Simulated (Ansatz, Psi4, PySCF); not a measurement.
FGe, doublet, at a GFN2-xTB geometry. Base run: R2SCAN/def2-SVP in PySCF.

Geometry (Å):
```xyz
2

Ge     0.0000     0.0000    -0.4014
F      0.0000     0.0000     1.4270
```
Charge 0, spin multiplicity 2.
Orbitals are unrestricted.
All else is at PySCF's defaults.

The same geometry, method and basis name were run in Ansatz (an electronic-structure program) and Psi4 and PySCF, at each program's defaults and at the settings that a row names. The base is PySCF at its defaults. Differences at the defaults can come from grids, fitting, cores and function types together.

| code and settings | ΔE vs base (mEh) | basis functions | E (Eh) | SCF cycles | dipole (D) |
|---|---|---|---|---|---|
| PySCF, defaults (exact integrals, its default grid, spherical functions) | 0.000 | 46 | -2176.43849 | 11 | 2.01 |
| Psi4, defaults (density fitting with its default set, its default grid, spherical functions) | -0.246 | 46 | -2176.43874 | 10 | 2.01 |
| Ansatz, defaults (factorised integrals, its default grid, spherical functions) | 0.000 | 46 | -2176.43849 | - | - |
| PySCF, density fitting with def2-universal-jkfit | -0.047 | 46 | -2176.43854 | 21 | 2.01 |
| PySCF, fine grid | -0.024 | 46 | -2176.43851 | 11 | 2.01 |
| Psi4, exact integrals, spherical functions, fine grid | 0.204 | 46 | -2176.43829 | 12 | 2.01 |
| Ansatz, high accuracy | 0.000 | 46 | -2176.43849 | - | - |

Open shells are given as the SCF converged; they aren't shown to be the lowest states, and a large step between rows can be another state.
